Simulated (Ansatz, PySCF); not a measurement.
Reaction (SMILES): C#CO -> [C]#C + [OH] (HO) (the C-O bond at the site shown breaks; other sites are not compared here)
Structures are relaxed separately at B3LYP-D3(BJ)/def2-TZVP in Ansatz (a first-principles code). Markedly spin-contaminated UHF reference, which strains HF, MP2 and, less, CCSD(T): [C]#C. High T1 diagnostic, so coupled cluster is less sure: [C]#C.

Wanted: bond dissociation energy (0 K, with B3LYP-D3(BJ) harmonic zero-point energies from PySCF), in eV. Valence correlation only, unless marked. UHF or UKS for open shells. Spin-orbit coupling is left out. Non-relativistic. Basis-set limits of correlation are two-point, X^-3; Hartree-Fock from the larger set.

```csv
level,program,bond dissociation energy (eV)
SVWN5/def2-TZVPD,Ansatz,…
PBE/def2-TZVPD,Ansatz,5.52
BLYP-D3(BJ)/def2-TZVPD,Ansatz + dftd3,5.27
r2SCAN-D4/def2-TZVPD,Ansatz + dftd4,5.16
B3LYP-D3(BJ)/def2-TZVPD,Ansatz + dftd3,5.25
B3LYP-D4/def2-TZVPD,Ansatz + dftd4,5.26
PBE0/STO-3G,Ansatz,5.67
PBE0/def2-SVP,Ansatz,5.56
PBE0/def2-TZVP,Ansatz,5.36
PBE0/def2-TZVPD,Ansatz,5.34
r2SCAN0-D4/def2-TZVPD,Ansatz + dftd4,5.03
CAM-B3LYP-D3(BJ)/def2-TZVPD,Ansatz + dftd3,5.34
LC-wPBE-D3(BJ)/def2-TZVPD,Ansatz + dftd3,5.34
LC-wPBE-D4/def2-TZVPD,Ansatz + dftd4,5.35
CCSD/STO-3G,Ansatz,4.35
CCSD/aug-cc-pVDZ,Ansatz,…
CCSD(T) with core electrons/cc-pwCVTZ,Ansatz,…
"CCSD(T)/CBS(cc-pVTZ,cc-pVQZ)",Ansatz,5.27
```

**Question.** What belongs in the gaps?

**Answer.** 
- SVWN5/def2-TZVPD, bond dissociation energy (eV): 6.62
- CCSD/aug-cc-pVDZ, bond dissociation energy (eV): 4.76
- CCSD(T) with core electrons/cc-pwCVTZ, bond dissociation energy (eV): 5.19
